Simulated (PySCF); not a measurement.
Compound: C₅H₁₂BFO.
Atom-mapped SMILES: `[BH3-:1][O+:2]1[CH2:3][CH2:4][CH2:5][C@H:6]1[CH2:7][F:8]`

Geometry (PBE0-D3(BJ)/def2-SVP, Å), atoms numbered from 1 in this order:
```xyz
20
C5H12BFO angstrom
B     -0.897   -1.952   -0.815
O     -0.310   -0.638   -0.065
C     -1.226    0.436    0.212
C     -0.320    1.609    0.513
C      0.825    1.382   -0.472
C      0.976   -0.133   -0.489
C      2.004   -0.670    0.488
F      3.243   -0.230    0.104
H      0.027   -2.749   -0.773
H     -1.173   -1.558   -1.944
H     -1.863   -2.263   -0.137
H     -1.869    0.110    1.040
H     -1.846    0.596   -0.685
H     -0.827    2.574    0.370
H      0.036    1.567    1.554
H      1.766    1.873   -0.189
H      0.545    1.745   -1.473
H      1.176   -0.531   -1.494
H      1.791   -0.309    1.509
H      1.982   -1.771    0.486
```

NICS is the negative of the GIAO shielding at a point without a nucleus: at the ring centre (0) and 1 Å above and below it (1); zz is the component along the ring normal. Level: GIAO KT3/pcSseg-1 (PySCF, non-relativistic, gas phase) on the PBE0-D3(BJ)/def2-SVP geometry, one conformer.

Ring bond lengths (Å): O2–C3 1.439, C3–C4 1.513, C4–C5 1.527, C5–C6 1.523, C6–O2 1.445.

**Question.** What do the NICS probes read (ppm)?

**Answer.** 
```tsv
ring	type	NICS(0)	NICS(1), two faces	NICS(1)zz, two faces	rms pucker (Å)	centre to ring atoms, mean (Å)
O2–C3–C4–C5–C6	5-membered ring with O; formal bonds all single	-8.8	-4.1 / -3.6	-5.4 / -4.8	0.17	1.25
```

**Question.** What can be read from them?

**Answer.** 
- O2–C3–C4–C5–C6: mean NICS(1)zz -5.1 ppm, shielded. C3, C4, C5, C6 have four or more neighbours, so the value isn't read as a sign of a π ring current.

**Question.** At the second NICS(1) probe listed for ring O2–C3–C4–C5–C6, 1 Å off the ring, what do the in-plane components average?

**Answer.** The isotropic value is a third of the trace: (3 × -3.6 − (-4.8))/2 = -3.0 ppm.

**Question.** How do the values depend on the level or the medium?

**Answer.** 
```json
{"level": "KT3/pcSseg-1, gas", "NICS(0), O2–C3–C4–C5–C6": "-8.8", "mean NICS(1)zz, O2–C3–C4–C5–C6": "-5.1"}
{"level": "PBE0/pcSseg-1, gas", "NICS(0), O2–C3–C4–C5–C6": "-9.0", "mean NICS(1)zz, O2–C3–C4–C5–C6": "-5.1"}
{"level": "PBE0/pcSseg-1, IEF-PCM acetonitrile", "NICS(0), O2–C3–C4–C5–C6": "-9.1", "mean NICS(1)zz, O2–C3–C4–C5–C6": "-5.2"}
{"level": "PBE0/pcSseg-1, IEF-PCM dimethylsulfoxide", "NICS(0), O2–C3–C4–C5–C6": "-9.1", "mean NICS(1)zz, O2–C3–C4–C5–C6": "-5.2"}
```

The geometry is the same throughout; the continuum's cavity takes Bondi-type radii × 1.2.

Hardware: Arm Neoverse N1, one thread, no GPU, shared host with 64 logical CPUs at a one-minute load of 56. Cost: 72 s, 0.74 GiB resident at most. This is the whole shielding run at KT3/pcSseg-1, SCF included.
